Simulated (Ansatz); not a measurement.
**Worked example: the barrier**

An elementary step of SiH$_{2}$S$_{2}$F$_{2}$, closed shell (SiH₂S₂F₂ ([F][Si]([F])([SH])[SH]) → SiSF₂ ([F][Si]([F])[S]) + H₂S (still joined by a long Si–S bond); bonds formed: S2–H4; bonds broken: S3–H4; bonds weakened to dative contacts: Si1–S2). “Start” is the structure reached by relaxing down from the saddle towards the reactants; PBE0-D4/def2-TZVP structures. The saddle:

```xyz
7
angstrom
Si -0.5029 -0.2446 0.6089
S 0.8664 -0.3512 -1.2561
S -1.4319 1.4366 0.1066
H -0.0737 0.7958 -1.2033
F -1.2176 -1.6546 0.5898
F 0.5186 -0.3422 1.8148
H 1.8411 0.3605 -0.6609
```

Computed with Ansatz 0.2.0 (basis: def2-TZVPP and def2-QZVPP); correlated methods freeze the cores.

Energies in eV:

| quantity | saddle | start |
| --- | --- | --- |
| Hartree–Fock, triple zeta (X = 3) | -34947.55519 | -34949.69488 |
| Hartree–Fock, quadruple zeta (X = 4) | -34948.68507 | -34950.82663 |
| MP2 correlation, X = 3 | -26.77618 | -26.22466 |
| MP2 correlation, X = 4 | -29.27136 | -28.70136 |
| CCSD(T) correlation, X = 3 | -28.71778 | -28.24997 |

(1) Work out the barrier at the basis limit: extrapolate Hartree–Fock as E(X) = E∞ + A exp(−7.88 √X) and the MP2 correlation as E(X) = E∞ + B X^−2.97 (the exponents that Neese and Valeev fitted for def2-TZVPP and QZVPP), then add CCSD(T) − MP2 in triple zeta.

No T1 diagnostic of these runs exceeds 0.014.

Answers

(1) Each step is linear, so take the differences first (saddle − start): Hartree–Fock 2.13969 (X = 3) and 2.14156 (X = 4); MP2 correlation -0.55152 and -0.57000; CCSD(T) correlation -0.46781.
Two points give E∞ = E(4) + w [E(4) − E(3)], with w = 1/(exp(7.88 (2 − √3)) − 1) = 0.1377 for Hartree–Fock and w = 1/((4/3)^2.97 − 1) = 0.7407 for the correlation.
Hartree–Fock: 2.14156 + 0.1377 × 0.00187 = 2.1418 eV.
MP2 correlation: -0.57000 + 0.7407 × (-0.01848) = -0.5837 eV.
CCSD(T) − MP2: -0.46781 − (-0.55152) = 0.0837 eV.
Sum: 2.1418 + (-0.5837) + 0.0837 = 1.6418 eV, or 37.86 kcal/mol. Plain CCSD(T) in triple zeta gives 1.6719 eV, so the larger basis shifts the result by -0.0301 eV.

Labels in which every atom is bracketed show which atoms are joined, not bond orders.

For scale, one of the runs: CCSD(T)/def2-TZVPP, 216 basis functions, launched by `ansatz run in.yaml --threads 4 --pin off --events-out ev --progress --plain --max-ram 9574MiB`. The run took 100 s on 4 CPU threads of an Intel Xeon (shared host), with 3 GiB of host memory at its peak.
